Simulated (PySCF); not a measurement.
# What a mistake does to a calculation on B2H6N anion

Calculated results; nothing here was measured. The program is PySCF 2.14.0, an open-source quantum chemistry code, run on an isolated molecule that a program drew, which may never have been made. The molecule is B2H6N anion (charge -1, singlet), drawn as the SMILES string `[BH3-]BN`.

Each row is a Hartree-Fock (HF) and frozen-core CCSD(T) single point in the aug-cc-pVDZ basis, meant for a local HF minimum. Run 1 is clean. Each other run has one planted mistake out of seven kinds, and not every kind appears here: one electron removed, one electron added, multiplicity raised by two, geometry at a saddle point, minimal basis STO-3G, one bond length entered in bohr, all coordinates scaled. The reference is restricted for singlets and unrestricted otherwise, and also for a bond in bohr. Adding or removing an electron swaps singlet and doublet. Electrons count all cores. HOMO and LUMO are orbital energies over both spins, the gradient is its largest component, and the lowest frequency (negative if imaginary) is given only where the gradient is small. Bond lengths are over the 8 bonds as drawn. T1 is the CCSD diagnostic: over 0.02 (restricted) or 0.045 (unrestricted) a single reference is doubtful.

Geometry of the clean run:
```xyz
9
B2H6N anion, angstrom
B     1.0959    1.8664    0.0098
B    -0.0558    2.0292   -1.2698
N     0.2140    1.7042   -2.6353
H     1.2880    2.9769    0.5600
H     0.6574    1.0836    0.8862
H     2.1987    1.4269   -0.4097
H    -1.2125    2.4373   -1.1335
H    -0.4390    1.7927   -3.3825
H     1.1088    1.3596   -2.9087
```

```
run,electrons,basis functions,<S^2>,HOMO (eV),LUMO (eV),gradient (hartree/bohr),lowest frequency (cm^-1),mean bond (Å),longest bond (Å),T1,HF (hartree),CCSD(T) (hartree),mistake
1,24,123,0.000,-4.18,3.63,1.4e-05,121,1.2692,1.729,0.0139,-107.32553,-107.78813,no fault
2,24,123,2.010,0.61,2.19,1.1e-01,-,1.2692,1.729,0.0292,-107.21042,-107.65027,multiplicity raised by two
3,24,21,0.000,-1.01,15.75,5.3e-02,-,1.2692,1.729,0.0149,-105.85315,-106.02551,minimal basis STO-3G
4,24,123,0.000,-4.02,3.64,5.8e-02,-,1.2006,1.636,0.0130,-107.30362,-107.76097,all coordinates scaled
5,23,123,0.759,-11.60,-0.86,9.9e-02,-,1.2692,1.729,0.0174,-107.23551,-107.66650,?
```

**Which mistake was planted in run 5, and what did it cost?**

It counts 23 electrons, one fewer than the clean run, at the same geometry and basis. So the mistake is: one electron removed. Subtracting run 1 and multiplying by 627.51 kcal/mol a hartree, the energy moved by 56.5 kcal/mol in HF and 76.3 kcal/mol in CCSD(T).

Cautions from the logs. Run 2: the HOMO is above zero, so the electron isn't bound and the energy depends on the basis.
